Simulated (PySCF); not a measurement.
BrCl, SMILES ClBr. Coordinates come from a PBE0-D3(BJ)/def2-TZVP optimisation.

TDA-CAM-B3LYP/def2-TZVPD (PySCF) puts the lowest singlet excitations at 3.32, 3.32, 5.94, 5.94, 7.94, 7.94 eV and the lowest triplet (TDA) at 2.48 eV.

Question: What are the lowest singlet roots from PySCF with EOM-CCSD/aug-cc-pVDZ? (Estimate from the structure and the level; the computed values follow.)

Answer: 3.48, 3.48, 6.03, 6.03, 8.32, 8.32 eV; triplets 2.72, 2.72, 5.49 eV. S1 differs by 0.16 eV (second minus first; roots are paired by order, and the bases may differ).
